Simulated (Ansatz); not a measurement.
CH₅Cl₂NSi, SMILES C[Si](N)(Cl)Cl.

Geometry: PBE0-D3(BJ)/def2-SVP. Other conformers were not sampled.

Two levels are set side by side: PBE/def2-SVPD (Ansatz, a quantum-chemistry and plane-wave program) and PBE0/def2-SVPD (Ansatz). Energy differences of separate SCF runs at the same geometry; the states with an electron removed or added have multiplicity 2 and 2. Differences are taken from unrounded values.

```
quantity                            PBE
---------------------------------  ----
vertical ionisation energy (eV)    9.79
vertical singlet–triplet gap (eV)  6.20
```

Q: These are the PBE values. What does PBE0 give? (The exact figures need the calculation; the answer reports its results.)

A: 
| quantity | PBE0 | PBE minus PBE0 |
|---|---|---|
| vertical ionisation energy (eV) | 10.21 | -0.42 |
| vertical singlet–triplet gap (eV) | 6.55 | -0.36 |
